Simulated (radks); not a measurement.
Removal energies from the tellurium ion Te6+, [Kr] 4d10, by Delta-SCF beside the eigenvalue of the level emptied. Method: scalar-relativistic Kohn-Sham, PBE, spin-polarised, spherical densities, finite nucleus; Fermi nuclear charge, rms radius of each element as measured or else 0.836 A^(1/3) + 0.57 fm; computed with a radial shooting solver on a logarithmic mesh with Libxc functionals. Open shells are filled with parallel spins first.

| removed from | final configuration | Delta-SCF (eV) | -eigenvalue (eV) |
|---|---|---|---|
| 4d | [Kr] 4d9 | 124.36 | 113.74 |
| 4p | [Ar] 3d10 4s2 4p5 4d10 | 198.89 | 187.28 |
| 4s | [Ar] 3d10 4s1 4p6 4d10 | 249.54 | 237.43 |
| 3d | [Ar] 3d9 4s2 4p6 4d10 | 659.54 | 634.16 |
